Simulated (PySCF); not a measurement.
A TDDFT job was run through a driver script with this input:

```
{"job": {"kind": "uv", "xc": "PBE0", "basis": "def2-SVPD", "nstates": 8, "ntriplets": 3}, "charge": 0, "multiplicity": 1}
Si    -0.584124     1.744426    -1.605612
N     -0.888311     0.221802    -0.839720
Si    -1.902380    -0.042692     0.540912
C     -0.088051    -0.904829    -1.302994
Si     1.369391    -1.384910    -0.156013
As     2.651585     0.472751     0.378613
H     -1.526662     2.696678    -1.034049
H      0.811223     2.174756    -1.377383
H     -0.791598     1.566647    -3.047206
H     -2.923626     0.997144     0.525379
H     -2.479463    -1.381206     0.395354
H     -1.126591     0.016365     1.790739
H      0.306140    -0.672253    -2.295597
H     -0.740732    -1.774275    -1.424722
H      2.165358    -2.361203    -0.926484
H      0.810567    -2.127258     0.987940
H      1.621761     1.011234     1.323022
H      3.306755    -0.246860     1.526642
```

The program printed:

```
coarse grid: 66536 points
cycle   1  E = -3203.0399319703  dE = -5.406e-01  |g| = 4.020e-01  |ddm| = 5.324e+00
cycle   2  E = -3203.0000759148  dE =  3.986e-02  |g| = 5.660e-01  |ddm| = 1.231e+00
cycle   3  E = -3203.0726857623  dE = -7.261e-02  |g| = 8.764e-02  |ddm| = 7.661e-01
cycle   4  E = -3203.0743960464  dE = -1.710e-03  |g| = 1.498e-02  |ddm| = 1.373e-01
cycle   5  E = -3203.0744384194  dE = -4.237e-05  |g| = 5.026e-03  |ddm| = 3.476e-02
cycle   6  E = -3203.0744464212  dE = -8.002e-06  |g| = 1.093e-03  |ddm| = 1.110e-02
final grid: 135520 points
cycle   7  E = -3203.0744191352  dE = -1.641e-07  |g| = 1.261e-03  |ddm| = 1.208e-02
cycle   8  E = -3203.0744188982  dE =  2.370e-07  |g| = 1.566e-03  |ddm| = 3.832e-03
cycle   9  E = -3203.0744195153  dE = -6.171e-07  |g| = 1.459e-04  |ddm| = 2.075e-03
cycle  10  E = -3203.0744195201  dE = -4.778e-09  |g| = 3.009e-05  |ddm| = 2.155e-04
cycle  11  E = -3203.0744195203  dE = -1.992e-10  |g| = 9.413e-06  |ddm| = 5.169e-05
converged SCF energy = -3203.0744195203

Static polarisability (au): isotropic 130.976, principal 118.707 132.603 141.617

Singlet excitations
state   eV       nm        f      main configurations
  1   5.1982    238.5   0.00334   H->L 0.94
  2   5.6851    218.1   0.00071   H->L+1 0.92
  3   5.9006    210.1   0.00198   H->L+2 0.92
  4   6.0359    205.4   0.01474   H->L+3 0.92
  5   6.2538    198.3   0.01700   H-1->L 0.63, H->L+4 0.13
  6   6.2623    198.0   0.00264   H->L+4 0.63, H-1->L 0.14, H->L+5 0.13
  7   6.4176    193.2   0.07080   H->L+5 0.41, H-1->L+1 0.27, H->L+4 0.11
  8   6.4475    192.3   0.02131   H-1->L+1 0.35, H->L+5 0.29, H-1->L+2 0.13

Triplet excitations (Tamm-Dancoff, eV): 4.9567 5.5311 5.5404
```

The calculation used TDDFT PBE0/def2-SVPD, vertical, gas phase, core orbitals frozen in the response (PySCF 2.14.0, density-fitted response routines). Isolated species at its GFN2-xTB geometry (one conformer only). Note that the optimisation stopped short of convergence; the values belong to its last geometry. The PBE0/def2-SVPD calculation is non-relativistic and has no spin–orbit coupling, an omission that weighs most on arsenic.

Q: Give the energy of state 3 in hartree, cm⁻¹ and kJ/mol.

A: 0.21684 hartree, 47592 cm⁻¹, 569.3 kJ/mol.

Q: How much of the mean polarisability do the listed states account for?

A: The sum over states Σ f/ΔE² (ΔE in hartree) gives 2.47 au, 2% of the total; the rest comes from higher roots of the same response equations.

Q: What is the total energy of state 3 at this geometry?

A: -3203.07442 + 0.21684 = -3202.85758 hartree.

Q: What transition dipole goes with state 7?

A: |μ|² = 3f / (2ΔE) = 3 × 0.0708 / (2 × 0.2358) = 0.450 au, so |μ| = 1.71 D.

Q: Which orbital energies lie behind H and L?

A: HOMO -6.65 eV and LUMO -0.21 eV, a gap of 6.44 eV; state 1 differs from that by -1.24 eV.

Q: Write the structure that the coordinates describe.

A: `[SiH3]N([SiH3])C[SiH2][AsH2]` (CH12AsNSi3), point group C1.

The SCF starts on a coarse grid; the energy jumps when the final grid takes over, and dE counts afresh there. H and L stand for HOMO and LUMO.

Time: 87 s wall; peak memory 1.0 GiB. Hardware: Intel Xeon at 2.70 GHz, one thread, on a shared host.
